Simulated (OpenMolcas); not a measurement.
**Cr+: effect of the basis set**

- Program: OpenMolcas
- Method: SS-CASPT2, IPEA 0.25 Eh, imaginary shift 0.1 Eh (closed shells correlated: 3s 3p)
- Active space: 5 electrons in 5 orbitals (3d)
- State averaging: 2S+1 = 6 even, 1 root; 2S+1 = 4 even, 24 roots; 2S+1 = 2 even, 75 roots (53 in the spin-orbit step)
- Spin-orbit coupling: RASSI with atomic mean-field integrals over the reference wave functions, term energies averaged over their components

A. ANO-R1 [5s3p3d1f], X2C, finite nucleus; CASPT2 step of the order of 12 core-seconds
B. ANO-R2 [6s4p4d2f], X2C, finite nucleus; CASPT2 step of the order of 16 core-seconds
C. ANO-L-VTZP [6s5p3d2f1g], non-relativistic, point nucleus; CASPT2 step of the order of 26 core-seconds
D. ANO-RCC-VTZP [6s5p3d2f1g], DKH2, point nucleus; CASPT2 step about 11 core-seconds
E. ANO-R3 [7s5p5d3f1g], X2C, finite nucleus; CASPT2 step of the order of 40 core-seconds
F. ANO-RCC-VQZP [7s6p4d3f2g1h], DKH2, point nucleus; CASPT2 step about 40 core-seconds

Energies in cm-1 above 3d5 6S 5/2, the measured ground level; measured values from NIST Handbook of Basic Atomic Spectroscopic Data.

| Level | A | B | C | D | E | F | Measured |
| --- | --- | --- | --- | --- | --- | --- | --- |
| 3d5 6S 5/2 | 0.0 | 0.0 | 0.0 | 0.0 | 0.0 | 0.0 | 0.0 |
| 3d5 4G 5/2 | 23170 | 21860 | 21660 | 21200 | 21040 | 20630 | 20512 |
| 3d5 4G 7/2 | 23180 | 21870 | 21670 | 21200 | 21040 | 20640 | 20518 |
| 3d5 4G 11/2 | 23180 | 21870 | 21670 | 21210 | 21050 | 20640 | 20512 |
| 3d5 4G 9/2 | 23180 | 21870 | 21670 | 21210 | 21050 | 20640 | 20519 |
| 3d5 4P 5/2 | 24820 | 23170 | 23510 | 22840 | 22650 | 22360 | 21823 |
| 3d5 4P 3/2 | 24830 | 23190 | 23530 | 22860 | 22670 | 22380 | 21824 |
| 3d5 4P 1/2 | 24850 | 23200 | 23550 | 22880 | 22690 | 22400 | 21824 |
| 3d5 4D 7/2 | 27760 | 26330 | 26030 | 25470 | 25310 | 24960 |  |
| 3d5 4D 1/2 | 27780 | 26350 | 26060 | 25500 | 25330 | 24980 |  |
| 3d5 4D 3/2 | 27790 | 26360 | 26070 | 25510 | 25350 | 25000 |  |
| 3d5 4D 5/2 | 27790 | 26370 | 26080 | 25520 | 25350 | 25010 |  |
| 3d5 2I 11/2 | 34010 | 32020 | 31770 | 31070 | 30850 | 30250 |  |
| 3d5 2I 13/2 | 34030 | 32040 | 31790 | 31100 | 30870 | 30270 |  |
| 3d5 2D 5/2 | 35560 | 33280 | 33580 | 32700 | 32410 | 32000 |  |
| 3d5 2D 3/2 | 35730 | 33480 | 33770 | 32900 | 32610 | 32210 |  |
| 3d5 2F 7/2(1) | 36750 | 34380 | 34710 | 33790 | 33510 | 33060 |  |
| 3d5 2F 5/2(1) | 36960 | 34620 | 34950 | 34030 | 33760 | 33310 |  |
| 3d5 4F 9/2 | 37930 | 35820 | 35610 | 34830 | 34610 | 34280 |  |
| 3d5 4F 7/2 | 37940 | 35830 | 35630 | 34840 | 34620 | 34290 |  |
| 3d5 4F 5/2 | 37960 | 35850 | 35650 | 34860 | 34640 | 34310 |  |
| 3d5 4F 3/2 | 37980 | 35870 | 35670 | 34880 | 34660 | 34330 |  |
| 3d5 2H 9/2 | 40540 | 38100 | 38120 | 37210 | 36930 | 36350 |  |
| 3d5 2H 11/2 | 40620 | 38180 | 38220 | 37300 | 37010 | 36430 |  |

Deviations, from unrounded energies. A percentage is the sum of absolute deviations over the sum of measured energies, with the sign that they share, or ± where signs differ.

```json
{"Against measurement": "mean absolute deviation (cm-1)", "Levels": "7", "A": "2800", "B": "1400", "C": "1400", "D": "840", "E": "660", "F": "310"}
{"Against measurement": "other terms of the ground configuration (%)", "Levels": "7", "A": "+13.3", "B": "+6.4", "C": "+6.6", "D": "+4.0", "E": "+3.2", "F": "+1.5"}
```

F lies closest to measurement on these levels and A furthest from it. The largest miss of F in the table is 3d5 4P 1/2, by +570 cm-1. The ranking rests on the paired levels alone, and a cruder setting can come out closer through cancelling errors.

Among A to F the level of the table that moves most is 3d5 2H 9/2, by 4200 cm-1 (lowest in F, highest in A). Moves below CASPT2's spread within the term are not significant.

CASPT2 does not keep the components of a term degenerate, so their means are used; among the terms shown or strongly mixed into the levels shown the widest spread is 530 cm-1 (3d5 4F, D). Some high roots are left out of the spin-orbit mixing, which shifts the levels that they would mix with. Computed and measured levels are paired by configuration, term and J; levels that our copy of the source lacks, or whose pairing is in doubt (as where it misses far off the trend of its configuration), stay unpaired and out of the deviations. Levels of configurations outside the active space are missing. The table leaves out levels that lie high or whose names do not pair safely across all columns.

A number in round brackets counts repeated terms of one configuration in the order of the reference energies.
